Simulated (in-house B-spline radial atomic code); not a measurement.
# Ba4+: [Ne] 3s2 (3p1/2)2 (3p3/2)3 3d10 4s1 4p6 4d10 5s2 5p6 (with a hole in an inner shell)

All numbers are computed (Dirac-Hartree-Fock, average of the jj configuration; Fermi nucleus of rms radius 4.8378 fm) with a B-spline radial code for spherical atoms, not measured.

Z_r = [3n² - l(l+1)]/(2<r>); Z_e = n√(-2ε); the last column is Slater's effective charge. Values are occupation-weighted means over j. An effective charge above Z reflects the relativistic contraction of the inner shells.

```json
{"shell": "1s", "electrons": "2", "ε (eV)": "-37775", "<r> (bohr)": "0.02557", "Z_r": "58.66", "Z_e": "52.69", "Slater": "55.70"}
{"shell": "2s", "electrons": "2", "ε (eV)": "-6163.4", "<r> (bohr)": "0.1091", "Z_r": "54.99", "Z_e": "42.57", "Slater": "51.85"}
{"shell": "2p", "electrons": "6", "ε (eV)": "-5542.3", "<r> (bohr)": "0.09599", "Z_r": "52.09", "Z_e": "40.37", "Slater": "51.85"}
{"shell": "3s", "electrons": "2", "ε (eV)": "-1408.2", "<r> (bohr)": "0.2893", "Z_r": "46.66", "Z_e": "30.52", "Slater": "45.10"}
{"shell": "3p", "electrons": "5", "ε (eV)": "-1214.7", "<r> (bohr)": "0.2868", "Z_r": "43.58", "Z_e": "28.35", "Slater": "45.10"}
{"shell": "3d", "electrons": "10", "ε (eV)": "-907.15", "<r> (bohr)": "0.2632", "Z_r": "39.90", "Z_e": "24.50", "Slater": "35.85"}
{"shell": "4s", "electrons": "1", "ε (eV)": "-346.31", "<r> (bohr)": "0.6622", "Z_r": "36.25", "Z_e": "20.18", "Slater": "29.45"}
{"shell": "4p", "electrons": "6", "ε (eV)": "-271.1", "<r> (bohr)": "0.6932", "Z_r": "33.18", "Z_e": "17.86", "Slater": "29.45"}
{"shell": "4d", "electrons": "10", "ε (eV)": "-165.81", "<r> (bohr)": "0.7595", "Z_r": "27.65", "Z_e": "13.96", "Slater": "18.85"}
{"shell": "5s", "electrons": "2", "ε (eV)": "-86.767", "<r> (bohr)": "1.516", "Z_r": "24.74", "Z_e": "12.63", "Slater": "12.10"}
{"shell": "5p", "electrons": "6", "ε (eV)": "-64.93", "<r> (bohr)": "1.688", "Z_r": "21.63", "Z_e": "10.92", "Slater": "12.10"}
```

The least bound orbital is 5p3/2 at -63.88 eV, and it is also the most diffuse (<r> = 1.707 bohr). The part-filled 3p shell lies below the filled 5p shell in orbital energy.

For the 1s electron the small component carries 4.28 % of the norm, the zero-frequency Breit interaction raises the level by 97.44 eV, self-energy by 56.65 eV, and vacuum polarisation lowers it by 8.186 eV.
